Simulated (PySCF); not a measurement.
## Working out the excitation energy of Br

Br [Ar] 3d10 4s2 4p5 (2P) → Br [Ar] 3d10 4s1 4p6 (2S). Computed with PySCF 2.14 in aug-cc-pVDZ-DK, with the spin-free X2C one-electron Hamiltonian (Gaussian nucleus). Frozen: [Ar] 3d10. Energies in hartree (1 hartree = 27.21139 eV):

```tsv
part	Br (lower)	Br (upper)
UHF	-2604.300226	-2603.746019
MP2 opposite-spin	-0.073107	-0.141358
MP2 same-spin	-0.024696	-0.031232
```

Task: What does Hartree-Fock give?

Result: (-2603.746019) − (-2604.300226) = 0.554207 hartree = 15.081 eV.

Task: What do MP2 and SCS-MP2 (6/5 opposite-spin, 1/3 same-spin) give?

Result: The opposite-spin parts differ by -1.857 eV and the same-spin parts by -0.178 eV. MP2: 15.081 + (-1.857) + (-0.178) = 13.046 eV. SCS-MP2: 15.081 + 1.2 × (-1.857) + (-0.178)/3 = 12.793 eV.

The upper state lies above the first ionisation limit, where it may autoionise and the basis confines it.

A double-zeta basis recovers only part of the correlation energy.
